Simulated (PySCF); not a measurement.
Deuteron quadrupole couplings in `N[SiH](N)[C@@H]1CCCO1`

Compound: C4H12N2OSi.
Structure used (GFN2-xTB), in Å, numbered top down from 1:
```xyz
20
C4H12N2OSi angstrom
N      2.3295    1.3144    0.9061
Si     1.6358    0.4081   -0.3814
N      2.6133   -1.0087   -0.5107
C     -0.0931   -0.1186    0.1974
C     -0.9163   -0.9446   -0.7944
C     -2.3654   -0.5460   -0.4708
C     -2.2021    0.6726    0.4601
O     -0.8544    1.0717    0.3789
H      1.7283    1.9831    1.3594
H      3.2508    1.7032    0.7904
H      1.4713    1.1509   -1.6485
H      2.3292   -1.7418   -1.1390
H      3.6116   -0.8910   -0.5553
H     -0.0590   -0.6588    1.1559
H     -0.6674   -0.6618   -1.8178
H     -0.7340   -2.0106   -0.6756
H     -2.9010   -1.3478    0.0357
H     -2.9159   -0.2800   -1.3720
H     -2.4447    0.3923    1.4972
H     -2.8215    1.5241    0.1716
```

Level: PBE0/pcSseg-1 (PySCF, non-relativistic); Q(2H) = 0.00286 b; rigid geometry, the same for H and D, with no vibrational averaging.

Question: Rank these positions by the coupling χzz of a deuteron there, largest first.
A. H16 (methylene hydrogen)
B. H14 (methine hydrogen)
C. H11 (Si–H hydrogen)
D. H15 (methylene hydrogen)
E. H12 (N–H hydrogen)

Answer: E (291 kHz), A (211 kHz), D (205 kHz), B (192 kHz), C (101 kHz).

Q: Give the electric field gradient Vzz (the principal value of largest size), its asymmetry and the 2H coupling at each hydrogen.

A: 
```
atom  bonded to  bond length (Å)  Vzz (au)     η  χzz (kHz)
  H9         N1            1.007    0.4285  0.16        288
 H10         N1            1.007    0.4334  0.16        291
 H11        Si2            1.478    0.1506  0.03        101
 H12         N3            1.006    0.4336  0.17        291
 H13         N3            1.006    0.4347  0.17        292
 H14         C4            1.101    0.2859  0.07        192
 H15         C5            1.090    0.3053  0.03        205
 H16         C5            1.088    0.3133  0.01        211
 H17         C6            1.089    0.3098  0.01        208
 H18         C6            1.089    0.3102  0.01        208
 H19         C7            1.101    0.2814  0.05        189
 H20         C7            1.092    0.2996  0.05        201
```

Q: Average by the element that carries the hydrogen.

A: on N: 291 kHz over 4 positions, mean bond length 1.007 Å; on Si: 101 kHz over 1 position, mean bond length 1.478 Å; on C: 202 kHz over 7 positions, mean bond length 1.093 Å.

Q: How does χzz go with the bond length over the 7 C–H bonds?

A: A straight-line fit has a slope of -14.7 kHz for each 0.01 Å, with a correlation coefficient of -0.99, over lengths from 1.088 to 1.101 Å. The longer bonds have the smaller couplings here.

The structure is a single GFN2-xTB conformer in the gas phase; no vibrational or solvent corrections. GFN2-xTB bond lengths can be off by several hundredths of an ångström, more for odd bonds, and the gradients follow them. A larger basis could move these couplings by a tenth or more.
